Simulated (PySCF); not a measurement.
## Working out the excitation energy of Zr(2+)

Zr(2+) [Kr] 4d2 (3F) → Zr(2+) [Kr] 4d1 5p1 (high-spin determinant). Computed with PySCF 2.14 in aug-cc-pVDZ-PP with ECP28MDF (5s5p4d2f, 54 functions), with scalar relativity through the core potential. Frozen: 4s2 4p6. Energies in hartree (1 hartree = 27.21139 eV):

| part | Zr(2+) (lower) | Zr(2+) (upper) |
| --- | --- | --- |
| UHF | -45.660034 | -45.414104 |
| CCSD correlation | -0.002961 | -0.003785 |
| (T) | 0.000000 | 0.000000 |

Task: What does Hartree-Fock give?

Result: (-45.414104) − (-45.660034) = 0.245930 hartree = 6.692 eV.

Task: What do CCSD and CCSD(T) give?

Result: The CCSD correlation energies differ by -0.000824 hartree = -0.022 eV and the triples by 0.000000 hartree = 0.000 eV, so CCSD gives 6.670 eV and CCSD(T) 6.670 eV.

One determinant mixes LS terms, so it does not stand for a single term.

A double-zeta basis recovers only part of the correlation energy.
